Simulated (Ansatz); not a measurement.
Ansatz (an electronic-structure program) input (CCSD(T)/aug-cc-pVDZ):

Ansatz 0.2 input:
```yaml
crystal:
  periodic: [false, false, false]
  atoms:
    - {symbol: C, position_ang: [-0.01842575, -0.01201890, -1.11898932]}
    - {symbol: C, position_ang: [0.00331066, 0.00215950, 0.20105489]}
    - {symbol: H, position_ang: [0.85046000, 0.27258854, -1.70682953]}
    - {symbol: H, position_ang: [-0.90609165, -0.30887639, -1.67165997]}
    - {symbol: C, position_ang: [0.02438704, 0.01590737, 1.48101601]}
basis:
  gaussian:
    orbitals: aug-cc-pVDZ
magnetization: {spin_polarized: false}
correlation: {method: ccsd_t, electrons: outside_noble_gas}
output: {forces: true}
```

End of the output:

```
integrals: 0.09 GiB planned
886 factors; integrals over basis functions are off by at most 1.3e-3 eV
mean field: 0.19 GiB planned
mean field evaluation 1: about -3116.7129 eV, gradient 2.3e1 eV
mean field evaluation 2: about -3116.7130 eV, gradient 2.3e1 eV
mean field evaluation 4: about -3118.5832 eV, gradient 3.4e0 eV
mean field evaluation 8: about -3118.6387 eV, gradient 2.3e-1 eV
mean field evaluation 16: about -3118.6324 eV, gradient 9.7e-1 eV
mean field evaluation 32: about -3113.3012 eV, gradient 1.2e-1 eV
mean field -3118.63933573 eV, -114.6078816983 hartree, gradient 1.3e-6 eV, S^2 0.000000; 1 other end points of the search recorded, 0 dependent functions left out; unrestricted orbitals would lower it
3 core orbitals not correlated
reference -3118.63933573 eV, -114.6078816983 hartree; 7, 7 occupied and 77, 77 virtual orbitals, 886 factors
densities: 0.40 GiB planned
second order -9.89879834 eV of doubles, -0.00000000 eV of singles
coupled cluster: 0.28 GiB planned
cycle   1  -10.27618593 eV  change   -3.8e-1 eV  update   9.8e-2
cycle   2  -10.64489063 eV  change   -3.7e-1 eV  update   3.6e-2
cycle   3  -10.76573891 eV  change   -1.2e-1 eV  update   1.9e-2
cycle   4  -10.76454114 eV  change    1.2e-3 eV  update   4.9e-3
cycle   5  -10.76357220 eV  change    9.7e-4 eV  update   1.8e-3
cycle   6  -10.76389032 eV  change   -3.2e-4 eV  update   5.3e-4
cycle   7  -10.76380905 eV  change    8.1e-5 eV  update   1.9e-4
cycle   8  -10.76387267 eV  change   -6.4e-5 eV  update   7.0e-5
cycle   9  -10.76387859 eV  change   -5.9e-6 eV  update   2.2e-5
cycle  10  -10.76387167 eV  change    6.9e-6 eV  update   8.6e-6
cycle  11  -10.76387442 eV  change   -2.7e-6 eV  update   3.7e-6
cycle  12  -10.76387747 eV  change   -3.1e-6 eV  update   1.5e-6
coupled cluster: 0.28 GiB planned
perturbative correction -0.54692933 eV, -0.0200992822 hartree
the calculation of the forces begins
Total energy: -3129.95014253 eV, -115.0235461816 hartree
Atom 0 at    -0.018426    -0.012019    -1.118989 Å, force    -0.025100    -0.016373    -1.524324 eV/Å
Atom 1 at     0.003311     0.002159     0.201055 Å, force    -0.008573    -0.005592    -0.520622 eV/Å
Atom 2 at     0.850460     0.272589    -1.706830 Å, force     0.367980     0.120576    -0.241001 eV/Å
Atom 3 at    -0.906092    -0.308876    -1.671660 Å, force    -0.375672    -0.125593    -0.226112 eV/Å
Atom 4 at     0.024387     0.015907     1.481016 Å, force     0.041365     0.026982     2.512060 eV/Å
Dipole moment:    -0.014412    -0.009401    -0.875220 e Å
```
